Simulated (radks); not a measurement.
Results of a calculation; reference values are marked as such.
Problem. These are the eigenvalues of the occupied orbitals of an atom or ion with whole-number occupations (hartree). Level of theory: non-relativistic Kohn-Sham, SCAN, spin-polarised, spherical densities, point nucleus; meta-GGA in the generalised Kohn-Sham scheme (a radial shooting solver on a logarithmic mesh with Libxc functionals).

1s up: -142.7113
1s down: -142.3882
2s up: -24.18258
2s down: -23.67659
2p up: -21.87938
2p down: -21.23545
4p up: -4.12614

Which element is it, and in what charge state? The configuration may be excited. Open shells, if any, are filled with parallel spins first.

Solution. Z = 19, potassium, charge +10: K10+ in [He] 2s2 2p4 4p1. The list shows which subshells hold electrons but not how many an open one holds; the 1s level, -142.71 hartree, gives Z - s = 16.9 by -(Z - s)^2/2, which with screening narrows Z to a few neighbours, and the depths of the outer levels then fix element, charge and occupations together.
